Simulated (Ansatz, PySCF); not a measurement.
Process, species as SMILES: CCO + C (CH4) → CC (C2H6) [ethane] + CO (CH4O)
Geometries: B3LYP-D3(BJ)/def2-TZVP minima from Ansatz (an electronic-structure program), one conformer each, not searched for the lowest.

Property: bond separation energy (enthalpy at 298 K, with B3LYP-D3(BJ) rigid-rotor harmonic-oscillator terms from PySCF), in kcal/mol. Valence correlation only, unless marked. No spin-orbit coupling. No relativistic terms. CBS(X,Y): correlation extrapolated as X^-3; Hartree-Fock from the larger set. The bracket is a focal-point correction in the basis named.

From measured enthalpies of formation at 298 K: 5.9 kcal/mol (CCO -56.1, ATcT 1.112; C (CH4) -17.8, ATcT 1.112; CC (C2H6) -20.0, ATcT 1.112; CO (CH4O) -48.0, ATcT 1.112). It holds spin-orbit effects, and any other conformers, which the calculations lack, and core correlation, which the frozen-core levels lack.

```csv
level,program,bond separation energy (kcal/mol),error against measurement
HF/cc-pVDZ,Ansatz,4.8,-1.1
HF/def2-TZVPD,PySCF,4.7,-1.2
revPBE/def2-TZVPD,Ansatz,4.7,-1.2
r2SCANh/def2-TZVPD,Ansatz,5.8,-0.1
M06-2X/def2-TZVPD,PySCF,5.3,-0.6
"RI-MP2/CBS(cc-pVTZ,cc-pVQZ)",Ansatz,6.0,0.1
CCSD/aug-cc-pVDZ,Ansatz,5.5,-0.4
CCSD(T)/6-31G*,Ansatz,5.8,-0.1
CCSD(T)/cc-pVTZ,Ansatz,5.7,-0.2
"RI-MP2/CBS(cc-pVTZ,cc-pVQZ)+[CCSD(T)-MP2]/cc-pVTZ",Ansatz,5.7,-0.2
```
